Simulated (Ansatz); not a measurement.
`C[SiH2]O[SiH2]F` + `N=CF` → `F/C=N/[SiH2]F` + `C[SiH2]O`  (ligand exchange at the Si–O bond)

Calculated with Ansatz (gas phase, PBE0-D4/def2-TZVP geometries, no zero-point term in ΔE). CBS: MP2 limit from def2 TZ/QZ plus the TZ coupled-cluster correction, frozen cores. This one scheme is used for every species. DFT in def2-TZVPP. Each species was taken in one conformer, which may not be the lowest.

```json
{"species": "`C[SiH2]O[SiH2]F`", "RPA@PBE/def2-TZVPP energy (Eh)": "-795.84937"}
{"species": "`N=CF`", "RPA@PBE/def2-TZVPP energy (Eh)": "-193.89016"}
{"species": "`F/C=N/[SiH2]F`", "RPA@PBE/def2-TZVPP energy (Eh)": "-583.54189"}
{"species": "`C[SiH2]O`", "RPA@PBE/def2-TZVPP energy (Eh)": "-406.17089"}
```

Work out ΔE.

ΔE = (-583.54189) + (-406.17089) − (-795.84937) − (-193.89016) = 0.02675 Eh = +16.8 kcal/mol. CCSD(T)/CBS gives +16.4 kcal/mol.

Largest T1 diagnostic among the species: 0.013.

In def2-TZVPP, CCSD(T) changes the Hartree–Fock value by −1.8 kcal/mol (the triples alone add −0.5 kcal/mol) and MP2 by −2.6 kcal/mol. From PBE to PBE0 (25 % exact exchange), in def2-TZVPP and without D4, ΔE moves by +1.2 kcal/mol.
